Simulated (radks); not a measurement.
Question: The mean radii <r> (bohr) of the occupied orbitals of an atom or ion are listed with their occupations. Calculated with a radial shooting solver on a logarithmic mesh with Libxc functionals: Dirac Kohn-Sham, BLYP, spin-unpolarised, spherical densities, point nucleus.

| orbital | occ. | <r> |
|---|---|---|
| 1s1/2 | 2 | 0.03111 |
| 2s1/2 | 2 | 0.1345 |
| 2p1/2 | 2 | 0.1140 |
| 2p3/2 | 4 | 0.1191 |
| 3s1/2 | 2 | 0.3660 |
| 3p1/2 | 2 | 0.3571 |
| 3p3/2 | 4 | 0.3677 |
| 3d3/2 | 4 | 0.3387 |
| 3d5/2 | 6 | 0.3420 |
| 4s1/2 | 2 | 0.8198 |
| 4p1/2 | 1 | 0.8443 |
| 4p3/2 | 2 | 0.8621 |

Name the element and its charge. Open shells, if any, are shared by 2j + 1.

Answer: Z = 47, silver, charge +14: Ag14+ in [Ar] 3d10 4s2 4p3. The 1s radius gives Z: for a bare nucleus <r> = (2 gamma + 1)/(2Z) with gamma = sqrt(1 - (Z/c)^2), 0.03062 bohr for Z = 47, and screening makes it slightly larger (0.03111 here). The occupations add up to 33, and the charge is Z minus that.
